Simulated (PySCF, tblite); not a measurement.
Compound: C5H16OSi2.
SMILES with atom numbers: `[CH3:1][O:2][Si@@H:3]([CH2:4][SiH3:5])[CH:6]([CH3:7])[CH3:8]` (hydrogens: H9, H10, H11 on C1; H12 on Si3; H13, H14 on C4; H15, H16, H17 on Si5; H18 on C6; H19, H20, H21 on C7; H22, H23, H24 on C8)

The geometry is computed with GFN2-xTB (gas phase).

Some entries are withheld. Bonds in one row agree within 0.01 Å.

| coordinate | value |
| --- | --- |
| C1–O2 | 1.395 Å |
| O2–Si3 | ? |
| Si3–C4 | 1.906 Å |
| C4–Si5 | ? |
| Si3–C6 | 1.901 Å |
| C6–C7 | 1.526 Å |
| C6–C8 | ? |
| C1–H9, C1–H10, C1–H11 | 1.092 Å |
| Si3–H12 | 1.479 Å |
| C4–H13 | 1.091 Å |
| C4–H14 | 1.089 Å |
| Si5–H15, Si5–H16, Si5–H17 | 1.467 Å |
| C6–H18 | 1.095 Å |
| C7–H19, C7–H20, C7–H21 | 1.088 Å |
| C8–H22, C8–H23, C8–H24 | 1.088 Å |
| C1–O2–Si3 | 126.8° |
| O2–Si3–C4 | ? |
| O2–Si3–C6 | 103.2° |
| C4–Si3–C6 | ? |
| Si3–C4–Si5 | 116.9° |
| Si3–C6–C7 | 113.2° |
| Si3–C6–C8 | ? |
| C7–C6–C8 | 110.3° |

**Question.** Fill in the missing values.

**Answer.** 
- O2–Si3 = 1.628 Å, drawn single (silyl ether oxygen to oxygen-bound silicon); 0.14 Å below the sum of covalent radii, 1.77 Å.
- C4–Si5 = 1.900 Å, drawn single (sp3 carbon bound to silicon to SiH3 silicon); 0.03 Å above the sum of covalent radii, 1.87 Å.
- C6–C8 = 1.524 Å, drawn single (sp3 carbon bound to silicon to methyl carbon); equal to the sum of covalent radii, 1.52 Å.
- O2–Si3–C4 = 112.0°, at the oxygen-bound silicon; the outer atoms are 2.935 Å apart.
- C4–Si3–C6 = 115.1°, at the oxygen-bound silicon; the outer atoms are 3.213 Å apart.
- Si3–C6–C8 = 110.4°, at the sp3 carbon bound to silicon; the outer atoms are 2.821 Å apart.

Radii are Cordero's, carbon taken as 0.76, 0.73 or 0.69 Å for four, three, and two or fewer neighbours.

Its GFN2-xTB frequencies are all real (lowest 44 cm⁻¹). The numbers are those of one conformer (C1–O2–Si3–C4 52°, O2–Si3–C4–Si5 56°, O2–Si3–C6–C7 -45°). 3 starts were optimised and ended at 0.00, 1.37 and 2.13 kcal/mol (GFN2-xTB); the lowest of these is shown.
